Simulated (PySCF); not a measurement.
## Polarisability and C₆ of N⁺ (nitrogen, charge +1)

[He] 2s2 2p2, high-spin 3P determinant. Computed with PySCF 2.14 in x2c-QZVPPall with one added diffuse shell each of s, p, d, f type (8s5p4d3f1g, 73 functions), with scalar relativity by spin-free X2C-1e. Coupled (time-dependent) response in atomic units; α is the mean over directions.

```tsv
method	mean α (bohr³)	α xx, yy, zz	C₆ (like pair)	S(−4)
UHF	3.920	3.986, 3.887, 3.887	8.202	13.36
PBE	3.907	3.913, 3.903, 3.903	8.457	10.37
PBE0	3.858	3.884, 3.845, 3.845	8.278	10.43
B3LYP	3.822	3.861, 3.803, 3.803	8.193	9.886
TPSSh	3.900	3.917, 3.892, 3.892	8.477	10.51
```

S(−4) is the Cauchy moment in α(ω) = α(0) + S(−4) ω² + …

α(iu) at UHF:

```tsv
u (hartree)	α(iu) (bohr³)
0	3.920
0.0500	3.887
0.100	3.795
0.200	3.498
0.300	3.142
0.500	2.478
0.750	1.852
1.00	1.416
1.50	0.8885
2.00	0.6022
3.00	0.3257
5.00	0.1389
```

For an ion, C₆ is the dispersion term alone; charge-induced terms of lower order in 1/R come first.

The components differ because the open shell of this determinant is not spherical; for a pure term their mean is the scalar polarisability.
